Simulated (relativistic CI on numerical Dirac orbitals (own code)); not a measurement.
# Zn⁴⁺: K-alpha X-ray emission

Computed with this model: Dirac-Coulomb-Breit CI, separate exchange-only KLI orbitals for each configuration, a model potential for QED, valence Slater integrals scaled by 0.9, multiplet model of X-ray emission after core ionisation; configurations [Ar] 3d8 → 1s 2s2 2p6 3s2 3p6 3d8 → [He] 2s2 2p5 3s2 3p6 3d8; 300 K; Lorentzian 1.26 eV and Gaussian 0.6 eV FWHM. Energies are those of the free ion, without screening or charge transfer. S is read from ⟨S²⟩ = S(S + 1).

Field parameters in Wybourne normalisation: D3d B²₀ = −7Dσ, B⁴₀ = −14Dq − 21Dτ, B⁴₃ = −14√(10/7) Dq; D4h B²₀ = −7Ds, B⁴₀ = 21(Dq − Dt), B⁴₄ = 21√(5/14) Dq; Oh B⁴₀ = 21Dq, B⁴₄ = √(5/14) B⁴₀; Td as Oh with Dq negative (B⁴₀ = 21Dq, B⁴₄ = √(5/14) B⁴₀). The field is a parameter set, without covalency.

free ion: ground-state S = 1.00, centroid 8629.25 eV. Peaks (eV, height): 8610.0 (13), 8612.8 (100), 8633.0 (44), 8637.0 (76), 8640.0 (91).

D4h, 10Dq = 16050, Ds = 2740, Dt = 890 cm⁻¹: ground-state S = 1.00, centroid 8629.19 eV. Peaks (eV, height): 8613.0 (68), 8632.8 (24), 8638.0 (76), 8639.4 (100).

D3d, 10Dq = 37500, Dσ = -500, Dτ = -140 cm⁻¹: ground-state S = 1.00, centroid 8629.17 eV. Peaks (eV, height): 8610.4 (13), 8613.2 (61), 8633.0 (22), 8634.6 (19), 8637.4 (81), 8638.8 (100).

Td, 10Dq = -16200 cm⁻¹: ground-state S = 1.00, centroid 8629.79 eV. Peaks (eV, height): 8612.6 (68), 8632.8 (21), 8636.2 (38), 8639.6 (100).

Td, 10Dq = -9200 cm⁻¹: ground-state S = 1.00, centroid 8629.77 eV. Peaks (eV, height): 8612.6 (70), 8632.8 (25), 8636.6 (47), 8639.8 (100).

Oh, 10Dq = 17400 cm⁻¹: ground-state S = 1.00, centroid 8629.17 eV. Peaks (eV, height): 8613.6 (58), 8631.0 (12), 8633.4 (24), 8637.6 (80), 8639.2 (100).

Strongest unbroadened transitions for Td, 10Dq = -16200 cm⁻¹:

| Energy (eV) | Relative strength |
| --- | --- |
| 8612.60 | 56.5 |
| 8612.74 | 3.6 |
| 8612.76 | 2.5 |
| 8613.13 | 2.6 |
| 8613.29 | 4.0 |
| 8613.75 | 15.8 |
| 8632.43 | 5.4 |
| 8632.59 | 2.4 |
| 8635.36 | 4.7 |
| 8635.91 | 2.4 |
| 8636.19 | 17.9 |
| 8637.41 | 2.8 |
| 8637.64 | 3.9 |
| 8637.81 | 3.8 |
| 8637.92 | 13.5 |
| 8638.08 | 2.7 |
| 8638.23 | 3.9 |
| 8639.72 | 100.0 |
